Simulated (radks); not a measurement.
Initial-state core-level shifts of neutral zirconium when its valence configuration changes from [Kr] 4d2 5s2. Method: scalar-relativistic Kohn-Sham, SCAN, spin-polarised, spherical densities, finite nucleus; open shells are filled with parallel spins first (spin-orbit coupling, left out, can overturn this in heavy ions); meta-GGA in the generalised Kohn-Sham scheme; Fermi nuclear charge, rms radius 4.2694 fm; computed with a radial shooting solver on a logarithmic mesh with Libxc functionals. Shifts are changes of the shell-averaged eigenvalues in eV (positive: less bound); the change of the density at the nucleus, which sets a Mossbauer isomer shift, is in e/bohr^3, on a base of 7.605e+04.

| valence | 1s | 2p | 3d | 4p | density at nucleus |
|---|---|---|---|---|---|
| 4d2 5s1 5p1 | -0.940 | -0.938 | -0.943 | -0.927 | -6.971 |
| 4d2 5s1.5 5p0.5 | -0.559 | -0.556 | -0.558 | -0.549 | -3.584 |
| 4d3 5s0.5 5p0.5 | +1.988 | +2.160 | +2.149 | +1.831 | -14.094 |
| 4d3 5s1 | +2.596 | +2.749 | +2.743 | +2.455 | -9.390 |
| 4d2 5p2 | -2.114 | -2.085 | -2.098 | -2.092 | -17.177 |
| 4d3 5p1 | +1.415 | +1.612 | +1.595 | +1.235 | -18.742 |
| 4d0.5 5s1.5 5p2 | -6.801 | -7.152 | -7.088 | -6.130 | +2.826 |
